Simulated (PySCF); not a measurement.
## Optical rotation: `InChI=1S/C4H10OSi2/c1-5-4(7)2-3-6/h3H,1,6-7H3`

Geometry (Å), atoms numbered from 1 in this order:
```xyz
17

C    -1.256   -1.512    0.315
O    -1.407   -0.144    0.040
C    -0.348    0.466   -0.555
Si   -0.604    2.307   -0.862
C     0.780   -0.116   -0.920
C     1.955   -0.600   -1.253
Si    3.399   -0.614   -0.056
H    -2.185   -1.850    0.792
H    -1.085   -2.090   -0.611
H    -0.406   -1.692    0.996
H     0.637    2.859   -1.476
H    -0.889    2.998    0.431
H    -1.765    2.516   -1.779
H     2.096   -1.009   -2.266
H     3.884   -2.013    0.160
H     4.542    0.181   -0.603
H     2.958   -0.031    1.245
```

Theory: PySCF 2.14.0, TDDFT CAM-B3LYP/aug-cc-pVDZ circular dichroism and optical rotation, one conformer, gas phase. Geometry: PBE0-D3(BJ)/def2-SVP.

No stereocentre is labelled: unless the shape is locked (an allene, a helicene, a hindered biaryl), the mirror image is equally populated and a measured rotation or CD is zero.

Task: What is the specific rotation at 633, 589.3, 546, 436, 405, 365, 355 nm?

Result: [α] in deg dm⁻¹ (g/mL)⁻¹:
| λ (nm) | origin-invariant length gauge | modified velocity gauge | length gauge (centre of mass) | isotropic polarisability (au) |
| --- | --- | --- | --- | --- |
| 633 | -34.8 | -25.9 | -33.5 | 121.7 |
| 589.3 | -41.1 | -30.4 | -39.6 | 122.5 |
| 546 | -49.6 | -36.5 | -47.7 | 123.4 |
| 436 | -94.5 | -68.9 | -91.2 | 127.5 |
| 405 | -124.2 | -90.9 | -120.4 | 129.4 |
| 365 | -206.7 | -154.3 | -201.7 | 132.9 |
| 355 | -246.7 | -185.9 | -241.3 | 134.0 |

Task: And for the mirror image at 589.3 nm?

Result: +41.1 deg dm⁻¹ (g/mL)⁻¹ (origin-invariant length gauge): the same size and the opposite sign.

Task: What is the molar rotation [Φ] = [α]·M/100 of the geometry above at 589.3 nm?

Result: With M = 130.29 g/mol, -53.6 deg cm² dmol⁻¹ (origin-invariant length gauge).

The first excitation lies at 4.23 eV (293 nm) with R = -1.9 × 10⁻⁴⁰ esu² cm² (velocity form).
